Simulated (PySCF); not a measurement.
## [Hg(H2CO)]2+ at several levels of theory

Computed with PySCF 2.14.0 (density fitting, no spin-orbit coupling) at the geometry relaxed with PBE0:

```xyz
5
[Hg(H2CO)]2+ (singlet)
Hg   -0.2777    0.0000   -0.2593
O     0.4885    0.0000    1.7704
C    -0.0475    0.0000    2.8761
H     0.6671    0.0000    3.7408
H    -1.1424    0.0000    3.0691
```

```tsv
level	basis	state	HOMO (eV)	gap (eV)	charge on Hg1 (e)	dipole about the centre of mass (D)	largest force component (eV/Å)
PBE0	Hg def2-SVP with ECP60, O def2-SVP, C def2-SVP, H def2-SVP	singlet	-21.08	3.54	1.41	7.53	0.01
CAM-B3LYP	the same	singlet	-22.29	5.69	1.42	7.12	0.61
PBE0	Hg def2-TZVP with ECP60, O def2-TZVP, C def2-TZVP, H def2-TZVP	singlet	-21.05	3.55	1.42	7.53	0.34
```

Charges are Mulliken's, which hang on the basis. The relaxation used the grid (50, 194), these runs (75, 302) or, all-electron (x2c bases, spin-free X2C Hamiltonian), (99, 590).

Question: What does M06-L with Hg def2-SVP with ECP60, O def2-SVP, C def2-SVP, H def2-SVP give here?

Answer: state singlet, HOMO (eV) -19.95, gap (eV) 2.03, charge on Hg1 (e) 1.41, dipole about the centre of mass (D) 7.65, largest force component (eV/Å) 0.62. Time: 2.3 s on 2 threads of Arm Neoverse V2, on a shared host, from an already converged density.

In the first row's basis the gap widens with exact exchange: 2.0 eV for M06-L (none); 3.5 eV for PBE0 (a fixed share); 5.7 eV for CAM-B3LYP (rising or full at long range).
